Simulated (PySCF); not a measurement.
Cl2H4Si2, SMILES [SiH3][SiH](Cl)Cl. Heavy atoms are numbered as in [SiH3:1][SiH:2]([Cl:3])[Cl:4]. Hydrogens are named by the atom that carries them.

Geometry: PBE0-D3(BJ)/def2-SVP.

All values below come from PBE/pcSseg-1 run with PySCF.

GIAO shieldings, no solvent; atoms alike by connectivity are averaged. δ = σ(ref) − σ: ²⁹Si against TMS (σ = 335.4 ppm); ³⁵Cl against HCl (σ = 936.5 ppm); ¹H against TMS (σ = 31.49 ppm), references at their B3LYP-D3(BJ)/def2-TZVP geometries, non-relativistic (without spin–orbit terms, shifts of atoms bonded to Cl or Br come out too high).

Computed chemical shifts:
```json
[
 {"nucleus": "²⁹Si", "atoms": "Si2 (SiH)", "count": "1", "δ (ppm)": "34.1"},
 {"nucleus": "²⁹Si", "atoms": "Si1 (SiH3)", "count": "1", "δ (ppm)": "-100.3"},
 {"nucleus": "³⁵Cl", "atoms": "Cl3", "count": "2", "δ (ppm)": "85.5"},
 {"nucleus": "¹H", "atoms": "H on Si2", "count": "1", "δ (ppm)": "6.76"},
 {"nucleus": "¹H", "atoms": "H on Si1", "count": "3", "δ (ppm)": "3.97"}
]
```
